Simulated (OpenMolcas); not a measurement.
4d5 along the 41-electron sequence

- Program: OpenMolcas
- Method: CASSCF
- Basis: ANO-R3
- Scalar Hamiltonian: X2C, finite nucleus
- Spin-orbit coupling: state interaction with AMFI integrals over the reference wave functions, term energies averaged over their components

Active space for each ion: 5 electrons in 5 orbitals (4d).

Computed levels in cm-1 above 6S 5/2:

| Level | Ru3+ | Rh4+ | Pd5+ | Ag6+ |
| --- | --- | --- | --- | --- |
| 4G 5/2 | 27496 | 30289 | 32877 | 35156 |
| 4G 7/2 | 27696 | 30599 | 33333 | 35842 |
| 4G 11/2 | 27751 | 30684 | 33457 | 36024 |
| 4G 9/2 | 27815 | 30781 | 33596 | 36226 |
| 4P 5/2 | 31066 | 34001 | 36684 | 38988 |
| 4P 3/2 | 31506 | 34615 | 37489 | 40021 |
| 4P 1/2 | 32090 | 35430 | 38564 | 41422 |
| 4D 7/2 | 34034 | 37563 | 40890 | 43972 |
| 4D 1/2 | 34683 | 38518 | 42209 | 45766 |
| weight of 6S in the lowest level (%) | 99 | 99 | 99 | 98 |

Mixed levels, with the weight of the term that names them: Ru3+ 4P 5/2 (69 %), Ru3+ 4P 3/2 (73 %), Rh4+ 4P 5/2 (64 %), Rh4+ 4P 3/2 (69 %), Pd5+ 4P 5/2 (60 %), Pd5+ 4P 3/2 (65 %), Ag6+ 4P 5/2 (56 %), Ag6+ 4P 3/2 (62 %).

Measured, with the error of the calculation in %. Measured levels: Ag6+ from the list in Gamrath, thesis, University of Mons (2023).

```csv
Level,Ag6+
4G 5/2,29390 (+19.6)
4G 7/2,30378 (+18.0)
4G 11/2,30662 (+17.5)
4G 9/2,30907 (+17.2)
4P 3/2,32994 (+21.3)
4P 1/2,34605 (+19.7)
4D 7/2,36485 (+20.5)
4D 1/2,38685 (+18.3)
```

4G 5/2 changes by a factor of 1.28 over the same range, with steps per unit of Z of +2790, +2590, +2280 cm-1.

Without dynamic correlation excited terms often stand tens of per cent too high (terms of higher spin than the ground term too low), and those without a measured partner can miss by more than the paired ones. Computed and measured levels are paired by configuration, term and J; levels that our copy of the source lacks, or whose pairing is in doubt (as where it misses far off the trend of its configuration), stay unpaired and out of the deviations. Levels of configurations outside the active space are missing.
